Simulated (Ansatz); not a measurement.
```yaml
crystal:
  periodic: [true, true, true]
  atoms:
    - {symbol: F, position_ang: [0.726555, -1.659303, 1.426469]}
    - {symbol: Si, position_ang: [0.900728, -0.866614, 0.085320]}
    - {symbol: F, position_ang: [0.796989, -1.858881, -1.123825]}
    - {symbol: F, position_ang: [2.305514, -0.171121, 0.069775]}
    - {symbol: Ge, position_ang: [-0.806172, 0.783330, -0.091582]}
    - {symbol: F, position_ang: [-0.769486, 1.908069, 1.197433]}
    - {symbol: F, position_ang: [-0.684673, 1.701854, -1.530174]}
    - {symbol: F, position_ang: [-2.377354, 0.105566, -0.089116]}
basis:
  gaussian: {orbitals: def2-SVPD}
hamiltonian: {xc: {name: wB97X}}
accuracy: high
output: {forces: true}
```

```sh
$ ansatz run in.yaml --threads 8 --pin off --events-out ev --progress --plain --max-ram 18278MiB
```

Output, abridged:

```
Error: YAML parse error: error: line 2 column 3: crystal: missing field `lattice` (a structure is typed as `lattice` and `atoms`, a molecule's as `atoms` in Å alone, or read from a run's directory, `checkpoint`)
 --> <input>:2:3
1 | crystal:
2 |   periodic: [true, true, true]
3 |   atoms:
4 |     - {symbol: F, position_ang: [0.726555, -1.659303, 1.426469]}
```

In this input the molecule is marked periodic without a cell. The input was rejected before any iteration.
